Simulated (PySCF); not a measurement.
Al(H)(I)(OH) (AlH₂IO), SMILES [AlH]([OH])[I].

Geometry: B3LYP-D3(BJ)/def2-TZVP. The def2 effective core potentials stand for the cores of I; spin–orbit coupling is left out. The values are those of a single conformer.

These are PySCF with CAM-B3LYP/def2-TZVPD values and carry that method's errors.

Isolated molecule, no solvent.

### Question
Estimate the frontier levels, gap, dipole moment and polarisability. (The exact figures need the calculation; the answer reports its results.)

### Answer

| Quantity | Value |
|---|---|
| highest occupied level | -9.09 eV |
| lowest empty level | -0.23 eV |
| orbital gap | 8.86 eV |
| dipole moment | 0.58 D |
| quadrupole, principal values (traceless, Buckingham form, about the centre of nuclear charge) | -6.63, 3.12, 3.51 D·Å |
| mean static polarisability | 65.6 bohr³ (9.72 Å³) |
| polarisability, principal values | 54.7, 61.3, 80.8 bohr³ |
